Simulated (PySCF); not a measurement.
ClGeHO, SMILES [OH][Ge][Cl] (connectivity only; charge and spin as stated), neutral, multiplicity 1.

The structure is a stationary point at ωB97X-D3(BJ)/def2-TZVP. Other conformers were not sampled.

Level of theory: ωB97X/def2-TZVPD (PySCF).

Symmetry labels are those of the subgroup Cs that the program uses (full group Cs).

Computed valence orbital energies around the gap with their symmetry:
```tsv
orbital	symmetry	energy (eV)
HOMO−7	A'	-25.45
HOMO−6	A'	-18.21
HOMO−5	A'	-15.13
HOMO−4	A'	-13.40
HOMO−3	A"	-12.77
HOMO−2	A'	-11.60
HOMO−1	A"	-11.58
HOMO	A'	-10.05
LUMO	A"	-0.40
LUMO+1	A'	1.27
LUMO+2	A'	1.94
LUMO+3	A'	2.22
```
